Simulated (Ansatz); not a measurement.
**Ligand exchange: AuF + GeH2(CH3)(SH) → AuSH + GeH2(CH3)F**

Gas-phase species: AuF, singlet; GeH2(CH3)(SH), singlet; AuSH `[SH][Au]`, singlet; GeH2(CH3)F, singlet. The partners trade F for SH: Au–F and Ge–SH bonds give way to Au–SH and Ge–F.

Shapes, held fixed at every level: PBE0-D4/def2-TZVP. Flexible molecules stand in one conformer, not always the lowest. Programs: Ansatz 0.2.0. The zero-point and thermal change to 298 K, harmonic and unscaled (PBE0-D4/def2-TZVP), is -0.3 kJ/mol.

**Question.** Estimate ΔH(298 K) of this reaction.

**Answer.** The highest level, CCSD(T)/def2-TZVPP, gives ΔH(298 K) = -177.5 kJ/mol; the levels span -198.3 to -161.8. The column of differences is taken from that level and isn't an error. No measured value is set beside it here. For atoms past krypton def2 sets carry core potentials with scalar relativity. Relativity is left out for Ge. Outer-core shells of Au, Ge are correlated, in sets that cover them unevenly.

```
                level                    kind  ΔH(298 K) (kJ/mol)  less CCSD(T)/def2-TZVPP
        HF/def2-TZVPP            Hartree–Fock              -162.6                    +14.9
  B3LYP-D4/def2-TZVPP           global hybrid              -168.8                     +8.7
r2SCAN0-D4/def2-TZVPP           global hybrid              -177.9                     -0.4
   wB97M-V/def2-TZVPP  range-separated hybrid              -161.8                    +15.7
    B2PLYP/def2-TZVPP           double hybrid              -178.9                     -1.4
         MP2/def2-SVP     perturbation theory              -198.3                    -20.8
   CCSD(T)/def2-TZVPP   coupled cluster or CI              -177.5                      0.0
```
